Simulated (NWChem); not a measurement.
System: C₄H₄OSi; SMILES C1([SiH2]OC=1)C#C

The following NWChem deck was run.

```
start job
memory heap 200 mb stack 900 mb global 1100 mb
geometry units angstroms noautoz
  C      0.161598    -3.031308     0.000000
  C      0.015395    -1.823949     0.000000
  C     -0.110561    -0.425526     0.000000
  C     -1.201461     0.391729     0.000000
  O     -0.836287     1.702405     0.000000
  Si     0.829624     1.175876     0.000000
  H      0.281378    -4.098552     0.000000
  H     -2.274181     0.162343     0.000000
  H      1.547677     1.618619    -1.224517
  H      1.547677     1.618619     1.224517
end
basis spherical
  C library cc-pvtz
  O library cc-pvtz
  Si library cc-pvtz
  H library cc-pvtz
end
dft
  xc xtpss03 ctpss03
  iterations 150
  semidirect filesize 400000000
  mulliken
end
task dft energy
```

Output (shortened):

```
             Northwest Computational Chemistry Package (NWChem) 7.3.0
             --------------------------------------------------------

 CS  symmetry detected

                             Geometry "geometry" -> ""
                             -------------------------

 Output coordinates in angstroms (scale by  1.889725989 to convert to a.u.)

  No.       Tag          Charge          X              Y              Z
 ---- ---------------- ---------- -------------- -------------- --------------
    1 C                    6.0000     0.12888123    -3.03471348     0.00000000
    2 C                    6.0000     0.00195147    -1.82517642     0.00000000
    3 C                    6.0000    -0.10168683    -0.42492254     0.00000000
    4 C                    6.0000    -1.17941472     0.40962591     0.00000000
    5 O                    8.0000    -0.79338484     1.71431153     0.00000000
    6 Si                  14.0000     0.86391735     1.16128198     0.00000000
    7 H                    1.0000     0.23162587    -4.10373197     0.00000000
    8 H                    1.0000    -2.25565649     0.19737654     0.00000000
    9 H                    1.0000     1.58893978     1.59251735    -1.22451700
   10 H                    1.0000     1.58893978     1.59251735     1.22451700

 Effective nuclear repulsion energy (a.u.)     247.7129798047

      Symmetry information
      --------------------

 Group name             Cs
 Group number              2
 Group order               2
 No. of unique centers     9

                                 NWChem DFT Module
                                 -----------------

 Summary of "ao basis" -> "ao basis" (spherical)
 ------------------------------------------------------------------------------
       Tag                 Description            Shells   Functions and Types
 ---------------- ------------------------------  ------  ---------------------
 C                          cc-pvtz                 10       30   4s3p2d1f
 O                          cc-pvtz                 10       30   4s3p2d1f
 Si                         cc-pvtz                 12       34   5s4p2d1f
 H                          cc-pvtz                  6       14   3s2p1d

      Symmetry analysis of basis
      --------------------------

        a'        157
        a"         83

            General Information
            -------------------
          SCF calculation type: DFT
          Wavefunction type:  closed shell.
          No. of atoms     :    10
          No. of electrons :    50
           Alpha electrons :    25
            Beta electrons :    25
          Charge           :     0
          Spin multiplicity:     1
          Use of symmetry is: on ; symmetry adaption is: on
          Maximum number of iterations: 150
          AO basis - number of functions:   240
                     number of shells:    86
          Convergence on energy requested:  1.00D-06
          Convergence on density requested:  1.00D-05
          Convergence on gradient requested:  5.00D-04

              XC Information
              --------------
                  TPSS metaGGA Exchange Functional  1.000
             TPSS03 metaGGA Correlation Functional  1.000

             Grid Information
             ----------------
          Grid used for XC integration:  medium
          Radial quadrature: Mura-Knowles
          Angular quadrature: Lebedev.
          Tag              B.-S. Rad. Rad. Pts. Rad. Cut. Ang. Pts.
          ---              ---------- --------- --------- ---------
          C                   0.70       49          13.0       434
          O                   0.60       49          14.0       434
          Si                  1.10       88          13.0       590
          H                   0.35       45          14.0       434
          Grid pruning is: on
          Number of quadrature shells:   468
          Spatial weights used:  Erf1

      Superposition of Atomic Density Guess
      -------------------------------------

 Sum of atomic energies:        -516.30285730

      Non-variational initial energy
      ------------------------------

 Total energy =    -519.485627
 1-e energy   =   -1199.405428
 2-e energy   =     432.206822
 HOMO         =      -0.258540
 LUMO         =      -0.017053

      Symmetry analysis of molecular orbitals - initial
      -------------------------------------------------

  Numbering of irreducible representations:

     1 a'          2 a"

  Orbital symmetries:

     1 a'          2 a'          3 a'          4 a'          5 a'
     6 a'          7 a'          8 a'          9 a"         10 a'
    11 a'         12 a'         13 a'         14 a'         15 a'
    16 a'         17 a'         18 a'         19 a"         20 a'
    21 a"         22 a'         23 a"         24 a'         25 a"
    26 a"         27 a'         28 a'         29 a'         30 a"
    31 a'         32 a'         33 a'         34 a"         35 a'

------------------------------------------------------------
EAF file 0: "./job.aoints.0" size=701497344 bytes
------------------------------------------------------------
               write      read    awrite     aread      wait
               -----      ----    ------     -----      ----
     calls:     1338         0         0         0         0
   data(b): 7.01e+08  0.00e+00  0.00e+00  0.00e+00
   time(s): 0.00e+00  0.00e+00  0.00e+00  0.00e+00  0.00e+00
rate(mb/s): 0.00e+00  0.00e+00
------------------------------------------------------------

     ---------------------------------------------
      Total Density - Mulliken Population Analysis
     ---------------------------------------------

[...]
```

Level: TPSS/cc-pVTZ. Structure relaxed at the PBE0/def2-SVP level.
